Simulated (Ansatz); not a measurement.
```yaml
crystal:
  periodic: [false, false, false]
  atoms:
    - {symbol: Bi, position_ang: [0.060693, 0.117274, 0.829504]}
    - {symbol: H, position_ang: [1.549940, 0.125856, -0.166895]}
    - {symbol: H, position_ang: [-0.614857, 1.425091, -0.192224]}
    - {symbol: Cl, position_ang: [-0.995776, -1.668221, -0.470385]}
basis:
  gaussian: {orbitals: def2-SVPD}
total_charge: 1
magnetization: {spin_polarized: true, initial_magnetization: 1}
hamiltonian: {xc: {name: HF}, dispersion: d4}
output: {forces: true}
```

```sh
$ ansatz run in.yaml --threads 4 --pin off --events-out ev --progress --plain --max-ram 3916MiB
```

Output, abridged:

```
Functional definition: HF
  name "HF"
  cite "Fock, Z. Phys. 61, 126 (1930) doi:10.1007/BF01340294"
  parent pbe
  exchange = exact_x
  correlation = 0
810 factors; integrals over basis functions are off by at most 2.9e-4 eV
mean field evaluation 1: about -18330.1054 eV, gradient 2.0e1 eV
mean field evaluation 2: about -18330.1129 eV, gradient 2.0e1 eV
mean field evaluation 4: about -18333.0986 eV, gradient 1.8e0 eV
mean field evaluation 8: about -18333.1903 eV, gradient 2.6e-1 eV
mean field evaluation 16: about -18333.1987 eV, gradient 2.5e-5 eV
mean field evaluation 32: about -18333.1769 eV, gradient 5.7e-2 eV
mean field evaluation 64: about -18332.8293 eV, gradient 2.1e0 eV
mean field evaluation 96: about -18330.6711 eV, gradient 6.7e0 eV
mean field evaluation 128: about -18332.8567 eV, gradient 1.6e0 eV
mean field evaluation 160: about -18333.1985 eV, gradient 1.9e-2 eV
mean field evaluation 192: about -18333.1828 eV, gradient 1.4e-1 eV
mean field -18333.19865408 eV, -673.7326238492 hartree, gradient 8.7e-6 eV, S^2 0.813064; 3 other end points of the search recorded, 0 dependent functions left out
the calculation of the forces begins
reference -18333.19865408 eV, -673.7326238492 hartree; 21, 20 occupied and 54, 55 virtual orbitals, 810 factors
Total energy: -18333.42059260 eV, -673.7407799391 hartree
Atom 0 at     0.060693     0.117274     0.829504 Å, force     0.055311     0.054181    -1.945482 eV/Å
Atom 1 at     1.549940     0.125856    -0.166895 Å, force     0.234487    -0.271354     0.717672 eV/Å
Atom 2 at    -0.614857     1.425091    -0.192224 Å, force    -0.362048     0.086806     0.710666 eV/Å
Atom 3 at    -0.995776    -1.668221    -0.470385 Å, force     0.072250     0.130366     0.517144 eV/Å
Dipole moment:     0.249420     0.421108     0.285658 e Å
```

Run time 2.2 s (4 threads of Arm Neoverse V2 on a shared host).

In the def2 sets Bi takes a core potential; there is no spin–orbit coupling.

The dipole of an ion depends on the origin.
